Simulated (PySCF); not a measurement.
H$_{3}$Al, triplet, at a GFN2-xTB geometry (such geometries of metal compounds can be far from the true shape) (a higher spin typed on purpose: for a closed-shell molecule this is an excited state). Base run: BLYP/3-21G in PySCF.

Geometry (Å):
```xyz
4

Al    -0.0085     0.1160     0.0941
H      0.5924    -1.4418     0.6133
H     -0.4121     1.2278    -0.9829
H     -0.0695    -1.2942    -0.8531
```
Charge 0, spin multiplicity 3.
Orbitals are unrestricted.
All else is at PySCF's defaults.

The base run was repeated with changes; each row names its change, and settings that it needs were set with it.

| change | E (Eh) | HOMO (eV) | dipole (D) | <S^2> | core-seconds (rough) |
|---|---|---|---|---|---|
| base | -242.67415 | -3.35 | 1.49 | 2.004 | 1 |
| functional = tpss | -242.71905 | -3.75 | 1.54 | 2.006 | 3 |
| functional = m06 | -242.67704 | -4.17 | 1.53 | 2.003 | 2 |
| functional = bp86 | -242.70656 | -3.66 | 1.62 | 2.002 | 0.9 |
| functional = r2scan | -242.64061 | -3.83 | 1.59 | 2.007 | 2 |
| functional = mn15 | -242.37467 | -4.36 | 1.54 | 2.004 | 3 |
| functional = wb97m_v | -242.64322 | -6.01 | 1.60 | 2.005 | 60 |
| functional = o3lyp | -242.67589 | -3.87 | 1.56 | 2.004 | 1 |
| functional = wb97x | -242.66411 | -6.48 | 1.59 | 2.007 | 1 |
| functional = hse06 | -242.58048 | -4.12 | 1.60 | 2.006 | 3 |
| functional = pw6b95 | -242.91260 | -4.48 | 1.53 | 2.005 | 2 |
| functional = b3lyp | -242.70904 | -4.26 | 1.46 | 2.006 | 1 |
| functional = pbe; dispersion = d4 | -242.53760 | -3.57 | 1.65 | 2.003 | 1 |

Totals shift with the method and basis; they matter in differences.

Open shells are given as the SCF converged; they aren't shown to be the lowest states, and a large step between rows can be another state.
